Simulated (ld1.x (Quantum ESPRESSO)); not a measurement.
u(r) = r·R(r): atom against pseudo-atom (manganese)

Columns: radius, all-electron u(r) and pseudo u(r) of the 4s shell (level -5.12 eV) of manganese in the configuration [Ar] 3d5 4s2 4p0; PBEsol, scalar-relativistic, TM scheme, ld1.x (Quantum ESPRESSO) 7.5.

```csv
r (bohr),all-electron,pseudo
0.152,-0.1462,-0.0432
0.305,-0.0468,-0.0828
0.458,0.1770,-0.1154
0.610,0.2699,-0.1398
0.762,0.2340,-0.1585
0.915,0.1242,-0.1770
1.068,-0.0126,-0.2024
1.220,-0.1480,-0.2423
1.372,-0.2693,-0.3013
1.525,-0.3718,-0.3770
1.678,-0.4539,-0.4541
1.830,-0.5164,-0.5164
1.982,-0.5621,-0.5621
2.135,-0.5933,-0.5933
2.288,-0.6121,-0.6121
2.440,-0.6204,-0.6204
2.592,-0.6202,-0.6202
2.745,-0.6130,-0.6130
2.898,-0.6002,-0.6002
3.050,-0.5832,-0.5832
3.202,-0.5629,-0.5629
3.355,-0.5400,-0.5400
3.508,-0.5154,-0.5154
3.660,-0.4899,-0.4899
3.812,-0.4638,-0.4638
3.965,-0.4374,-0.4374
```

Question: How many radial nodes do the two functions have?

Answer: The all-electron 4s function has n − l − 1 = 3 (the table is too coarse to show those close to the nucleus); the pseudo-wave has 0, since the states of the same l below it are removed with the core.

Question: At about which radius was the pseudo-wave matched?

Answer: 1.80 bohr, where the columns begin to agree (steps of 0.15 bohr).

Question: Is the pseudo-wave norm-conserving?

Answer: Yes: the TM scheme keeps the norm inside the radius equal to the all-electron one, which fixes the energy derivative of the logarithmic derivative at the level.
